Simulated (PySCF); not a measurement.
Potential energy of InS along the bond

Set-up: In x2c-SVPall, S x2c-SVPall; spin-free X2C with a Gaussian nucleus (PySCF 2.14). Energies in eV from In + S in their ground configurations at the same level. All curves are PBE0. state 1: ²Σ⁺ (doublet), unpaired electrons σ ↑; state 2: ²Π (doublet), unpaired electrons π ↑, a second solution, started from another occupation; state 3: quartet, unpaired electrons σ ↑, π ↑↑, a mixture of terms (⟨Lz²⟩ = 2.0), a second solution, started from another occupation.

```
R (Å)  state 1  state 2  state 3
1.964   -2.037   -0.440   1.9849
2.056   -2.705   -1.528   0.9766
2.147   -3.058   -2.258   0.3150
2.216   -3.178   -2.629  -0.0140
2.284   -3.210   -2.885  -0.2362
2.353   -3.179   -3.050  -0.3774
2.444   -3.072   -3.160  -0.4743
2.558   -2.873   -3.172  -0.4998
2.695   -2.589   -3.066  -0.4564
2.878   -2.191   -2.810  -0.3574
```

Task: Put a parabola through the three lowest points of the state 1 curve and estimate Re, k and ωe (reduced mass 25.01 u; 1 eV/Å² = 0.16022 mdyn/Å; ωe = 1302.8·√(k/μ) cm⁻¹).

Result: Through R = 2.216, 2.284, 2.353 Å the second-order coefficient is 6.71 eV/Å², so Re ≈ 2.285 Å, k ≈ 2.15 mdyn/Å and ωe ≈ 382 cm⁻¹. A polynomial fit of higher order to the unrounded PBE0 energies gives Re = 2.281 Å, k = 2.17 mdyn/Å, ωe = 384 cm⁻¹; anharmonicity and rounding make the difference.

The higher-order fit for each curve: state 1: Re = 2.281 Å, ωe = 384 cm⁻¹, De = 3.21 eV; state 2: Re = 2.511 Å, ωe = 304 cm⁻¹, minimum 3.18 eV below the ground-state fragments; state 3: Re = 2.538 Å, ωe = 232 cm⁻¹, minimum 0.50 eV below the ground-state fragments.

These are scalar-relativistic numbers at best; spin–orbit coupling would shift them, the dissociation energy most. Counting both spins, an empty level lies below a filled one in some of these solutions, because spin and occupation are held. The state was picked by a PBE0 search and need not be the measured ground state.
